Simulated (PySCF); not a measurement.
Isomers of C4H8OSi2, one conformer each. Level of theory: core-valence-separated Tamm–Dancoff BHandHLYP/aug-pcX-1 (pcseg-1 on H, def2-SVPD on Si) in PySCF, non-relativistic, gas phase, PBE0-D3(BJ)/def2-SVP geometry. BHandHLYP without relativity tends to put these K edges a few eV too low, so spacings mean more than positions.

P. `C1=C[SiH2]C=C[SiH]1O`
Q. `C#C[SiH2]O[SiH2]C=C`
R. `C#C[Si@H]1CC[SiH2]O1`

Main lines, eV (oscillator strength):
1. C K: 282.7 (0.050), 282.8 (0.053), 283.0 (0.053), 283.2 (0.055), 285.3 (0.009); O K: 532.2 (0.004), 533.0 (0.023), 533.3 (0.006), 533.5 (0.021), 534.2 (0.003)
2. C K: 282.1 (0.053), 282.3 (0.066), 282.7 (0.050), 282.8 (0.053), 283.0 (0.053); O K: 532.1 (0.004), 533.5 (0.012), 533.6 (0.014), 533.6 (0.008), 533.9 (0.015)
3. C K: 281.9 (0.094), 281.9 (0.134), 285.7 (0.014), 285.8 (0.021), 286.6 (0.039); O K: 531.6 (0.014), 532.9 (0.022), 533.4 (0.004), 534.1 (0.010), 534.2 (0.005)
Listed: the first five lines at most of each edge with a tenth or more of its strongest line's intensity; roots within 0.03 eV on the same or equivalent atoms are summed. Only the lowest roots were sought, and the top ones are left out.

**Question.** Which spectrum belongs to which isomer?

**Answer.** 1 = R, 2 = Q, 3 = P.
- P: first C line listed at 281.9 eV, hole on the alkene CH carbon; first O line listed at 531.6 eV, hole on the silanol oxygen.
- Q: first C line listed at 282.1 eV, hole on the alkene CH carbon (1s→π*); first O line listed at 532.1 eV, hole on the siloxane oxygen.
- R: first C line listed at 282.7 eV, hole on the alkyne carbon (1s→π*); first O line listed at 532.2 eV, hole on the siloxane oxygen.

**Question.** What are the ground-state energies of the isomers at BHandHLYP/aug-pcX-1 (pcseg-1 on H, def2-SVPD on Si), relative to the lowest?

**Answer.** P 44.5, Q 88.9, R 0.0 kJ/mol (electronic energies on these geometries, no dispersion or zero-point terms).
